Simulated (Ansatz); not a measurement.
Consider the ligand exchange at the Si–O bond: `O[Si](Cl)(Cl)Cl` + HCl → `Cl[Si](Cl)(Cl)Cl` + H₂O.

Computed with Ansatz on PBE0-D4/def2-TZVP structures; ΔE is electronic, products minus reactants. CBS: MP2 limit from def2 TZ/QZ plus the TZ coupled-cluster correction, frozen cores. This one scheme is used for every species. Functionals use def2-TZVPP. B3LYP here is the variant with VWN-RPA as its local correlation; programs differ in this. One conformer a species, not always the lowest.

`O[Si](Cl)(Cl)Cl`:

Z-matrix (Å, degrees):
```
Si
Cl 1 2.031
Cl 1 2.031 2 107.8
O 1 1.617 2 111.3 3 122.3
Cl 1 2.017 2 109.9 3 -119.8
H 4 0.960 1 118.4 2 -60.4
```

HCl:

Cartesian coordinates in Å:
```
Cl -0.590 -0.241 0.056
H 0.590 0.241 -0.056
```

`Cl[Si](Cl)(Cl)Cl`:

Z-matrix (Å, degrees):
```
Si
Cl 1 2.021
Cl 1 2.022 2 109.5
Cl 1 2.021 2 109.5 3 120.0
Cl 1 2.022 2 109.5 3 -120.0
```

H₂O:

Z-matrix (Å, degrees):
```
O
H 1 0.960
H 1 0.960 2 105.1
```

| level | ΔE (kJ/mol) |
| --- | --- |
| LDA (SPW92) | 17.7 |
| revPBE-D4 | 7.5 |
| PBE0-D4 | 11.5 |
| r2SCANh-D4 | 17.7 |
| B2PLYP | 20.6 |
| BLYP | 20.6 |
| B3LYP | 22.0 |
| SCS-MP2/def2-QZVPP | 16.0 |

(1) What does CCSD(T)/CBS give? (Best estimate.)

Largest T1 diagnostic among the species: 0.009.

Results:

(1) Computed: +14.6 kJ/mol. The listed levels differ from it by 3.1, -7.1, -3.1, 3.1, 6.0, 6.0, 7.4, 1.4 kJ/mol.

Leaving LDA and LC-ωPBE aside and taking each functional with its dispersion term where it has one, the values, not all of them listed here, spread over 16.2 kJ/mol, from revPBE-D4 to CAM-B3LYP-D4. LDA lies +6.0 kJ/mol from PBE without D4. The D4 term adds −4.3 kJ/mol with B3LYP and −2.2 kJ/mol with PBE0; it sums over pairs of atoms, weighted by their polarisabilities, and B3LYP, whose exchange is more repulsive, gets the larger term.
